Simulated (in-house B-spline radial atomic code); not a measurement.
Ni3+: [Ne] 3s2 3p5 3d7 4p1 (an excited or competing configuration)

Method: non-relativistic LC-wPBE, spin-polarised, spherical fractional occupations, point nucleus. Calculated with a B-spline radial code for spherical atoms.

Effective charges: Z_r = [3n² - l(l+1)]/(2<r>) from the radius, Z_e = n√(-2ε) from the energy, and Slater's rules. Values are occupation-weighted means over spin.

```
shell  electrons   ε (eV)  <r> (bohr)    Z_r    Z_e  Slater
   1s          2  -8184.7     0.05482  27.36  24.53   27.70
   2s          2  -1022.6      0.2481  24.18  17.34   23.85
   2p          6  -900.32      0.2165  23.10  16.27   23.85
   3s          2  -164.25      0.7379  18.29  10.42   17.10
   3p          5  -125.45      0.7616  16.41   9.11   17.10
   3d          7  -61.821      0.8413  12.48   6.39    8.90
   4p          1  -27.635       2.364   9.73   5.70    6.10
```

The least bound orbital is 4p up at -27.63 eV, and it is also the most diffuse (<r> = 2.364 bohr).

Caution: exact exchange at fractional occupations of open shells leaves self-interaction of up to several eV.
